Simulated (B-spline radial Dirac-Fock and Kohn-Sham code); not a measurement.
Run log: Mn

ΔSCF core binding energies without Breit or QED terms, calculated with a radial B-spline solver. Keys: rel is the Hamiltonian (dirac, or spin-free x2c and nr, where L3 and M5 stand for the whole 2p and 3d shells), method is hf or an exchange,correlation pair (spin-unpolarised, also for the hole states), nuc the nuclear model, radius_factor scales its radius, rmax is the box in bohr, h the logarithmic mesh step, order the B-spline order, points the quadrature points per cell, c_factor scales the speed of light, and damp, ndamp, maxit and tol steer the iteration. The run stops when the commutator error falls below 10·tol·max(1, Z/10), or the numerical noise floor, and the energy has settled to about 1e-8 Ha; the virial ratio is −V/T.

Input (task.json):

```json
{"items": [{"Z": 25, "q": 0, "cfg": [[1, 0, 2], [2, 0, 2], [2, 1, 6], [3, 0, 2], [3, 1, 6], [3, 2, 5], [4, 0, 2]], "A": 55, "rrms": 3.7057, "do": "settings", "holes": ["K", "L3", "M5"],
  "settings": [{"rel": "dirac", "method": "hf", "nuc": "fermi", "radius_factor": 1.0, "rmax": 45.0, "h": 0.3, "order": 8, "points": 4, "c_factor": 1.0, "maxit": 67, "damp": 0.5, "ndamp": 3, "tol": 1e-08}]}]}
```

Command: `python xray2_run.py task.json out`

Ground-state iterations:

```
iter   energy (Ha)        error
   1    -1145.77538014  9.15e-01
   2    -1152.02452565  5.50e-01
   3    -1156.78206703  1.55e-01
   4    -1157.25450347  6.18e-02
   5    -1157.31108229  1.70e-02
   6    -1157.31901015  1.33e-02
   7    -1157.32167951  3.38e-03
   8    -1157.32197342  9.04e-04
   9    -1157.32199231  5.98e-05
  10    -1157.32199254  8.99e-06
  11    -1157.32199255  1.07e-06
  12    -1157.32199255  9.22e-08
```

The ground state converged in 12 iterations, with total energy -1157.32199 Ha, virial ratio 1.98666 and highest orbital energy -6.92 eV. ΔSCF binding energies: K (1s) 6560.5 eV, L3 (2p3/2) 654.3 eV. Holes are computed only in closed shells, and unreliable hole states are left out.

One setting is outside the advised range (too few quadrature points), but here it does no visible harm: the result matches the run with default settings.
